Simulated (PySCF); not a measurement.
These 2 structures share the formula C7H12OSSi. The calculation used PBE0-D3(BJ)/def2-SVP geometry optimisation, gas phase (PySCF 2.14.0). Energies are electronic, without zero-point or thermal terms, for one conformer each. No frequencies were run at this level. Point groups hold within 0.08 Å.

Question: Rank from lowest to highest electronic energy at this level (kcal/mol).
A. `[CH3:1][Si:2]([CH3:3])([CH3:4])[O:5][c:6]1[cH:7][cH:8][s:9][cH:10]1` with Si2–O5–C6–C7 -5°
B. `[CH3:1][CH:2]([CH3:3])[SiH2:4][O:5][c:6]1[cH:7][cH:8][cH:9][s:10]1` with C1–C2–Si4–O5 -178°, C2–Si4–O5–C6 -178°, Si4–O5–C6–C7 -2°

Answer: A (0.0), B (24.5).

| SMILES | E (Eh) | E rel (kcal/mol) | dipole (D) | point group | A, B, C (MHz) |
| --- | --- | --- | --- | --- | --- |
| C[Si](C)(C)Oc1ccsc1 | -1035.81984 | 0.0 | 2.05 | near Cs | 2228, 501.3, 471.6 |
| CC(C)[SiH2]Oc1cccs1 | -1035.78077 | 24.5 | 1.68 | C1 | 2801, 435.3, 389.1 |
